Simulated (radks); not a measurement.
Task: Radial electron density D(r) = 4 pi r^2 rho(r) of an atom or ion with 18 electrons. All-electron calculation, non-relativistic Kohn-Sham, HCTH/407, spin-polarised, spherical densities, point nucleus. Program: a radial shooting solver on a logarithmic mesh with Libxc functionals.

```
   r/bohr * D(r) (the largest magnitude, 22.5, reaches the edge; | marks zero)
 0.006853 |    *
 0.008711 |       *
  0.01107 |          *
  0.01408 |               *
   0.0179 |                      *
  0.02275 |                             *
  0.02869 |                                      *
  0.03648 |                                              *
  0.04637 |                                                    *
  0.05895 |                                                     *
  0.07494 |                                                  *
  0.09526 |                                           *
   0.1201 |                                      *
   0.1527 |                                       *
   0.1942 |                                               *
   0.2468 |                                                      *
   0.3138 |                                                     *
   0.3989 |                                        *
   0.5071 |                       *
   0.6395 |             *
   0.8129 |             *
    1.033 |                *
    1.314 |              *
     1.67 |         *
    2.123 |   *
    2.677 |*
    3.404 *
    4.327 *
```

What is the nuclear charge?

Result: Z = 19. The innermost maximum, from 1s, lies near 1/Z = 0.0526 bohr (found: 0.0562), and its height grows with Z. The density is that of the potassium ion K+ in [Ar]; the configuration itself is not fixed sharply by these data, and Z only to about a unit. D(r) has 3 maxima, at r = 0.0562, 0.272, 1.11 bohr, and minima at 0.131, 0.721 bohr, inside which lie 2.15, 10.34 electrons.
